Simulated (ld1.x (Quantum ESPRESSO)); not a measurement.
An all-electron radial function and its pseudo partner (Pt (Z = 78))

Columns: radius, all-electron u(r) and pseudo u(r) of the 5s shell (level -137.04 eV) of platinum in the configuration [Kr] 4d10 4f14 5s2 5p6 5d7 6s0 6p0; PBE, scalar-relativistic, TM scheme, ld1.x (Quantum ESPRESSO) 7.5.

```
r (bohr)  all-electron  pseudo
   0.105        0.3007  0.0583
   0.210        0.0004  0.1320
   0.315       -0.6706  0.2395
   0.420       -0.4111  0.4010
   0.525        0.2277  0.6271
   0.630        0.7812  0.8924
   0.735        1.1083  1.1204
   0.840        1.2274  1.2275
   0.945        1.2029  1.2029
   1.050        1.0954  1.0954
   1.155        0.9509  0.9509
   1.260        0.7982  0.7982
   1.365        0.6541  0.6541
   1.470        0.5263  0.5263
   1.575        0.4176  0.4176
   1.680        0.3277  0.3277
   1.785        0.2549  0.2549
   1.890        0.1969  0.1969
   1.995        0.1511  0.1511
   2.100        0.1154  0.1154
   2.205        0.0877  0.0877
   2.310        0.0665  0.0665
   2.415        0.0501  0.0501
   2.520        0.0378  0.0378
   2.625        0.0284  0.0284
   2.730        0.0212  0.0212
```

(1) How many radial nodes do the two functions have?

(2) At about which radius was the pseudo-wave matched?

(3) Is the pseudo-wave norm-conserving?

Results:

(1) The all-electron 5s function has n − l − 1 = 4 (the table is too coarse to show those close to the nucleus); the pseudo-wave has 0, since the states of the same l below it are removed with the core.

(2) 0.90 bohr, where the columns begin to agree (steps of 0.10 bohr).

(3) Yes: the TM scheme keeps the norm inside the radius equal to the all-electron one, which fixes the energy derivative of the logarithmic derivative at the level.
